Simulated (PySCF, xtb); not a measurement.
C2H3Cl2InO2, SMILES CC(=O)[O][In]([Cl])[Cl].

xtb with GFN2-xTB at its own geometry gives an orbital gap of 3.34 eV and a dipole moment of 2.42 D.

Coordinates come from a PBE-D3(BJ)/def2-SVP optimisation. The def2 effective core potentials stand for the cores of In; spin–orbit coupling is left out. Other conformers were not sampled.

Question: What does PBE/def2-TZVP (PySCF) give? (The exact figures need the calculation; the answer reports its results.)

Answer: gap 4.17 eV (levels -7.60 and -3.42 eV), dipole 3.45 D.
